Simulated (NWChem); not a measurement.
System: SiSbH$_{3}$F$_{2}$; SMILES [F][Sb]([F])[SiH3]

Parts of the log:

```
             Northwest Computational Chemistry Package (NWChem) 7.3.0
             --------------------------------------------------------

 CS  symmetry detected

                             Geometry "geometry" -> ""
                             -------------------------

 Output coordinates in angstroms (scale by  1.889725989 to convert to a.u.)

  No.       Tag          Charge          X              Y              Z
 ---- ---------------- ---------- -------------- -------------- --------------
    1 Sb                  51.0000    -0.35437203    -0.47541915     0.00000000
    2 F                    9.0000     0.91915145    -0.71473166    -1.44469849
    3 F                    9.0000     0.91915145    -0.71473166     1.44469849
    4 Si                  14.0000     0.07561878     2.09889848     0.00000000
    5 H                    1.0000     1.55075825     2.31100445     0.00000000
    6 H                    1.0000    -0.54058685     2.70798173    -1.21827972
    7 H                    1.0000    -0.54058685     2.70798173     1.21827972

 Effective nuclear repulsion energy (a.u.)     497.4194028920

      Symmetry information
      --------------------

 Group name             Cs
 Group number              2
 Group order               2
 No. of unique centers     5

                                 NWChem DFT Module
                                 -----------------

 Summary of "ao basis" -> "ao basis" (spherical)
 ------------------------------------------------------------------------------
       Tag                 Description            Shells   Functions and Types
 ---------------- ------------------------------  ------  ---------------------
 Sb                        def2-svpd                12       32   5s4p3d
 F                         def2-svpd                 9       23   4s3p2d
 Si                        def2-svpd                10       24   5s3p2d
 H                         def2-svpd                 4        8   2s2p

      Symmetry analysis of basis
      --------------------------

        a'         76
        a"         50

            General Information
            -------------------
          SCF calculation type: DFT
          Wavefunction type:  closed shell.
          No. of atoms     :     7
          No. of electrons :    58
           Alpha electrons :    29
            Beta electrons :    29
          Charge           :     0
          Spin multiplicity:     1
          Use of symmetry is: on ; symmetry adaption is: on
          Maximum number of iterations: 150
          AO basis - number of functions:   126
                     number of shells:    52
          Convergence on energy requested:  1.00D-06
          Convergence on density requested:  1.00D-05
          Convergence on gradient requested:  5.00D-04

              XC Information
              --------------
                         B3LYP Method XC Potential
                     Hartree-Fock (Exact) Exchange  0.200
                        Slater Exchange Functional  0.800 local
                    Becke 1988 Exchange Functional  0.720 non-local
              Lee-Yang-Parr Correlation Functional  0.810
                  VWN I RPA Correlation Functional  0.190 local

             Grid Information
             ----------------
          Grid used for XC integration:  medium
          Radial quadrature: Mura-Knowles
          Angular quadrature: Lebedev.
          Tag              B.-S. Rad. Rad. Pts. Rad. Cut. Ang. Pts.
          ---              ---------- --------- --------- ---------
          Sb                  1.45      123          11.0       590
          F                   0.50       49          12.0       434
          Si                  1.10       88          11.0       590
          H                   0.35       45          13.0       434
          Grid pruning is: on
          Number of quadrature shells:   350
          Spatial weights used:  Erf1

      Superposition of Atomic Density Guess
      -------------------------------------

 Sum of atomic energies:        -766.43966207

      Non-variational initial energy
      ------------------------------

 Total energy =    -728.329634
 1-e energy   =   -1633.108858
 2-e energy   =     637.336950
 HOMO         =      -0.246244
 LUMO         =      -0.033063

      Symmetry analysis of molecular orbitals - initial
      -------------------------------------------------

  Numbering of irreducible representations:

     1 a'          2 a"

  Orbital symmetries:

     1 a'          2 a'          3 a"          4 a'          5 a'
     6 a"          7 a'          8 a'          9 a'         10 a"
    11 a'         12 a"         13 a'         14 a"         15 a'
    16 a'         17 a'         18 a"         19 a'         20 a'
    21 a"         22 a'         23 a'         24 a"         25 a"
    26 a'         27 a'         28 a"         29 a'         30 a"
    31 a'         32 a'         33 a'         34 a"         35 a'
    36 a'         37 a'         38 a"         39 a'

     ---------------------------------------------
      Total Density - Mulliken Population Analysis
     ---------------------------------------------

    Atom       Charge   Shell Charges
 -----------   ------   -------------------------------------------------------
    1 Sb  23    21.28   2.11 -0.08  1.17  0.58  0.05  2.98  3.02  0.92  0.46  9.81  0.26 -0.02
    2 F    9     9.80   1.99  1.16  0.80  0.01  3.53  2.17  0.12  0.00  0.01
    3 F    9     9.80   1.99  1.16  0.80  0.01  3.53  2.17  0.12  0.00  0.01
    4 Si  14    14.52   2.00  1.99  1.04  0.56 -0.02  5.94  1.13  1.73  0.09  0.06
    5 H    1     0.87   0.69  0.19  0.01 -0.02
    6 H    1     0.87   0.69  0.19  0.01 -0.02
    7 H    1     0.87   0.69  0.19  0.01 -0.02

[...]
```

Level: B3LYP/def2-SVPD with def2 effective core potentials on Sb. Coordinates come from a PBE0/def2-SVP optimisation. def2 effective core potentials on Sb; no spin-orbit coupling.

**Question.** Which NWChem input produces such a log?

**Answer.** One answer among several that fit: the input that was run:
```
start job
memory heap 200 mb stack 900 mb global 1100 mb
geometry units angstroms noautoz
  Sb    -0.287214     0.487413     0.263113
  F     -1.050667     0.620290    -1.516147
  F      1.561615     0.707151    -0.284460
  Si    -0.087663    -2.103769     0.022367
  H      0.544462    -2.388025    -1.296967
  H     -1.448731    -2.718021     0.093646
  H      0.753736    -2.645093     1.133186
end
basis spherical
  * library def2-svpd
end
ecp
  Sb library def2-ecp
end
dft
  xc b3lyp
  iterations 150
  mulliken
end
task dft energy
```
